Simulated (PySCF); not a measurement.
Species: C4H7BNP.
Structure used (PBE0-D3(BJ)/def2-SVP), in Å, numbered top down from 1:
```xyz
14
C4H7BNP angstrom
P      3.8166    1.2850    0.6588
B      2.4077    0.1072    1.1680
N      1.0570    0.2398    0.7257
C      0.0002   -0.5471    1.1767
C     -1.1470   -0.1540    0.5520
C     -0.8008    0.9276   -0.3270
C      0.5408    1.1415   -0.1981
H      3.5824    1.3865   -0.7421
H      4.8481    0.3095    0.5845
H      2.6266   -0.7293    2.0097
H      0.1798   -1.3250    1.9151
H     -2.1360   -0.5841    0.6973
H     -1.4766    1.4808   -0.9767
H      1.1858    1.8693   -0.6844
```

All values: PBE0/def2-SVPD (PySCF, non-relativistic), on one gas-phase PBE0-D3(BJ)/def2-SVP geometry that isn't relaxed in the solvent. The solvent is an IEF-PCM continuum (Bondi radii, 1.10 Å for H, scaled by 1.2). Specific hydrogen bonds and non-electrostatic terms are outside this model.

Gas phase at PBE0/def2-SVPD: HOMO -6.61 eV, LUMO -1.45 eV, dipole 0.71 D.

Question: What does the continuum do to the energy, the frontier levels and the dipole at PBE0/def2-SVPD in chloroform and acetonitrile?

Answer: 
```tsv
solvent	ε	E(solvent) − E(gas) (kcal/mol)	polarisation term (kcal/mol)	distortion of the solute (kcal/mol)	HOMO (eV)	LUMO (eV)	dipole (D)
chloroform	4.711	-2.26	-2.49	0.23	-6.58	-1.38	0.89
acetonitrile	35.69	-3.24	-3.74	0.50	-6.60	-1.38	1.00
```

The polarisation term is half the interaction of the solute with the surface charges that it induces; the rest is the cost of distorting the solute's density. The sum is the electrostatic part of solvation alone. From chloroform to acetonitrile the lowering changes by a factor 1.44, Onsager's factor (ε − 1)/(2ε + 1) by 1.35 and ε itself by 7.6.

Question: Give the dipole vector in the frame of the coordinates (D, pointing from negative to positive charge), gas and acetonitrile.

Answer: Gas (-0.19, -0.50, -0.46), solvent (-0.07, -0.69, -0.72). Its length changes by +41 % and its direction by 12°.

Question: How does the static polarisability (PBE0/def2-SVPD, frozen core, with the continuum's full static response) change?

Answer: 
```json
{"medium": "gas", "isotropic (au)": "96.9", "principal values (au)": "63.9, 92.9, 134.0", "⟨r²⟩ of the electrons (bohr²)": "1084.9"}
{"medium": "chloroform", "isotropic (au)": "124.2", "principal values (au)": "82.0, 121.3, 169.1", "⟨r²⟩ of the electrons (bohr²)": "1084.6"}
{"medium": "acetonitrile", "isotropic (au)": "137.3", "principal values (au)": "93.4, 135.6, 183.0", "⟨r²⟩ of the electrons (bohr²)": "1084.5"}
```

The isotropic value in acetonitrile is 1.42 times the gas-phase one; no cavity-field correction is applied. ⟨r²⟩ is taken about the centre of nuclear charge.
